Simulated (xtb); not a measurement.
H2Se, charge +1, doublet, at a GFN2-xTB geometry (a state made from the parent by changing its charge; the spin is typed, not shown lowest); xtb with GFN2-xTB.

Here is a job for xtb.
```
$ xtb mol.xyz --gfn 2 --chrg 1 --uhf 1 --json

# file mol.xyz
3

Se    -0.00212003     0.05554000    -0.00139670
H     -1.02654637    -0.98490244     0.01728965
H      1.09862725    -0.90345749     0.03019805
```

Q: Predict the main parts of the log of this xtb run.

A: 
```
   ID    Z sym.   atoms
    1   34 Se     1
    2    1 H      2, 3

           -------------------------------------------------
          |                Calculation Setup                |
           -------------------------------------------------

           -------------------------------------------------
          |                 G F N 2 - x T B                 |
           -------------------------------------------------

          ...................................................
          :                      SETUP                      :
          :.................................................:
          :  # basis functions                  12          :
          :  # atomic orbitals                  11          :
          :  # shells                            5          :
          :  # electrons                         7          :
          :  max. iterations                   250          :
          :  Hamiltonian                  GFN2-xTB          :
          :  restarted?                      false          :
          :  GBSA solvation                  false          :
          :  PC potential                    false          :
          :  electronic temp.          300.0000000     K    :
          :  accuracy                    1.0000000          :
          :  -> integral cutoff          0.2500000E+02      :
          :  -> integral neglect         0.1000000E-07      :
          :  -> SCF convergence          0.1000000E-05 Eh   :
          :  -> wf. convergence          0.1000000E-03 e    :
          :  Broyden damping             0.4000000          :
          :  net charge                          1          :
          :  unpaired electrons                  1          :
          ...................................................

 iter      E             dE          RMSdq      gap      omega  full diag
   1     -3.6641389 -0.366414E+01  0.832E+00    5.16       0.0  T
   2     -3.6653028 -0.116392E-02  0.496E+00    5.37       1.0  T
   3     -3.6654011 -0.983165E-04  0.392E-01    5.59       1.0  T
   4     -3.6654678 -0.666666E-04  0.731E-02    5.53       1.0  T
   5     -3.6654681 -0.337252E-06  0.484E-02    5.54       1.2  T
   6     -3.6654689 -0.730352E-06  0.150E-03    5.54      38.5  T
   7     -3.6654689 -0.338249E-09  0.377E-04    5.54     153.3  T
   8     -3.6654689 -0.201732E-10  0.114E-04    5.54     506.5  T

   *** convergence criteria satisfied after 8 iterations ***

         :::::::::::::::::::::::::::::::::::::::::::::::::::::
         ::                     SUMMARY                     ::
         :::::::::::::::::::::::::::::::::::::::::::::::::::::
         :: total energy              -3.654037495003 Eh    ::
         :: gradient norm              0.000010363776 Eh/a0 ::
         :: HOMO-LUMO gap              5.535558612354 eV    ::
         ::.................................................::
         :: SCC energy                -3.665468872743 Eh    ::
         :: -> isotropic ES            0.134513772721 Eh    ::
         :: -> anisotropic ES         -0.003698219332 Eh    ::
         :: -> anisotropic XC          0.002748987991 Eh    ::
         :: -> dispersion             -0.000320407757 Eh    ::
         :: repulsion energy           0.011431377740 Eh    ::
         :: add. restraining           0.000000000000 Eh    ::
         :: total charge               1.000000000000 e     ::
         :::::::::::::::::::::::::::::::::::::::::::::::::::::

           -------------------------------------------------
          |                Property Printout                |
           -------------------------------------------------

    * Orbital Energies and Occupations

         #    Occupation            Energy/Eh            Energy/eV
      -------------------------------------------------------------
         1        2.0000           -1.0018654             -27.2621
         2        2.0000           -0.7483830             -20.3645
         3        2.0000           -0.7290937             -19.8396
         4        1.0000           -0.6681716             -18.1819 (HOMO)
         5                         -0.4647436             -12.6463 (LUMO)
         6                         -0.3846612             -10.4672
         7                         -0.2492768              -6.7832
         8                         -0.2439500              -6.6382
         9                         -0.2397590              -6.5242
        10                          0.1456046               3.9621
        11                          0.7081672              19.2702
      -------------------------------------------------------------
                  HL-Gap            0.2034280 Eh            5.5356 eV
             Fermi-level           -0.6325451 Eh          -17.2124 eV

     #   Z          covCN         q      C6AA      α(0)
     1  34 Se       1.846     0.581   217.215    25.682
     2   1 H        0.923     0.210     1.052     1.604
     3   1 H        0.923     0.210     1.052     1.604

 Mol. C6AA /au·bohr⁶  :        281.641465
 Mol. C8AA /au·bohr⁸  :      17272.284784
 Mol. α(0) /au        :         28.889175

Wiberg/Mayer (AO) data.
largest (>0.10) Wiberg bond orders for each atom

 ---------------------------------------------------------------------------
     #   Z sym  total        # sym  WBO       # sym  WBO       # sym  WBO
 ---------------------------------------------------------------------------
     1  34 Se   1.901 --     3 H    0.951     2 H    0.951
     2   1 H    0.956 --     1 Se   0.951
     3   1 H    0.956 --     1 Se   0.951
 ---------------------------------------------------------------------------

Topologies differ in total number of bonds
Writing topology from bond orders to xtbtopo.mol

molecular dipole:
                 x           y           z       tot (Debye)
 q only:        0.026      -0.687       0.017
   full:        0.031      -0.815       0.021       2.074
molecular quadrupole (traceless):
                xx          xy          yy          xz          yz          zz
 q only:        1.020       0.020       0.497       0.017      -0.050      -1.517
  q+dip:        1.357       0.025       0.714       0.023      -0.069      -2.071
   full:        1.169       0.045       0.013       0.015      -0.029      -1.183

           -------------------------------------------------
          | TOTAL ENERGY               -3.654037495003 Eh   |
          | GRADIENT NORM               0.000010363776 Eh/α |
          | HOMO-LUMO GAP               5.535558612354 eV   |
           -------------------------------------------------

normal termination of xtb
```
